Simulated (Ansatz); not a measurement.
Cartesian coordinates in Å:
```
Cl -1.791 -0.540 -2.073
Si -1.090 -0.423 -0.180
O 0.414 -1.112 0.026
Si 1.041 0.383 0.412
Cl 2.423 1.055 -0.902
O -0.465 1.070 0.217
H -2.125 -0.921 0.734
H 1.595 0.487 1.767
```

Total charge 0; spin multiplicity 1.

Problem. List the PBE/def2-TZVPP orbital energies in eV (Ansatz 0.2.0). (An estimate is asked.)

Solution. Ansatz gave: Occupied: -2739.48, -2739.48, -1781.86, -1781.86, -510.82, -510.82, -250.07, -250.07, -190.75, -190.75, -190.60, -190.60, -190.59, -190.59, -139.38, -139.38, -96.16, -96.16, -96.16, -96.15, -96.07, -96.06, -26.42, -24.40, -21.16, -21.07, -14.20, -12.59, -11.57, -11.41, -11.33, -10.31, -9.82, -9.00, -8.49, -8.47, -8.43, -8.28, -8.19, -8.14. Lowest empty: -1.37, -0.48, 0.10, 0.14, 0.26, 0.96, 1.52, 2.29.
